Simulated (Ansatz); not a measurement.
```yaml
crystal:
  periodic: [false, false, false]
  atoms:
    - {symbol: N, position_ang: [-0.363495, 0.463963, 0.680942]}
    - {symbol: Zr, position_ang: [0.168479, -0.332289, -0.295825]}
    - {symbol: Cl, position_ang: [1.377684, -1.010414, 0.313310]}
    - {symbol: Cl, position_ang: [-1.091779, -1.058517, -1.050758]}
    - {symbol: Cl, position_ang: [0.723491, 0.497955, -1.595468]}
    - {symbol: H, position_ang: [-0.896191, 0.751760, 0.670044]}
    - {symbol: H, position_ang: [-0.051376, 0.771068, 1.264474]}
basis:
  gaussian: {orbitals: cc-pVTZ-DK}
hamiltonian: {xc: {name: BLYP}}
output: {forces: true}
```

```sh
$ ansatz run in.yaml --threads 4 --pin off --events-out ev --progress --plain --max-ram 10444MiB
```

Shortened log:

```
Functional definition: BLYP
1672 factors; their error is unknown
mean field evaluation 1: about -137015.0000 eV, gradient 1.8e2 eV
mean field evaluation 2: about -136531.0464 eV, gradient 4.4e2 eV
mean field evaluation 4: about -137064.1942 eV, gradient 4.2e1 eV
mean field evaluation 8: about -137067.1253 eV, gradient 7.9e-1 eV
mean field evaluation 16: about -137067.0889 eV, gradient 9.2e-4 eV
mean field -137067.08889129 eV, -5037.1226093453 hartree, gradient 3.0e-5 eV, S^2 0.000000; 0 other end points of the search recorded, 0 dependent functions left out
reference -137067.08923859 eV, -5037.1226221081 hartree; 50, 50 occupied and 187, 187 virtual orbitals, 1672 factors
Total energy: -137067.08923859 eV, -5037.1226221081 hartree
Relativity: scalar
Atom 0 at    -0.363495     0.463963     0.680942 Å, force    34.463125   -15.757935    15.643950 eV/Å
Atom 1 at     0.168479    -0.332289    -0.295825 Å, force   -16.719967    -3.401506   -12.630069 eV/Å
Atom 2 at     1.377684    -1.010414     0.313310 Å, force    58.614107   -34.294947    29.925935 eV/Å
Atom 3 at    -1.091779    -1.058517    -1.050758 Å, force   -37.103195   -23.211913   -20.676946 eV/Å
Atom 4 at     0.723491     0.497955    -1.595468 Å, force    17.013187    26.175814   -37.053909 eV/Å
Atom 5 at    -0.896191     0.751760     0.670044 Å, force   -71.588772    37.321796    -2.508916 eV/Å
Atom 6 at    -0.051376     0.771068     1.264474 Å, force    15.321515    13.168690    27.299955 eV/Å
Dipole moment:    -0.182173     0.335437     0.568570 e Å
```

In this input the geometry is squeezed to about two thirds of its size. The calculation finished and met its thresholds. The result belongs to that input, not to the molecule as meant.
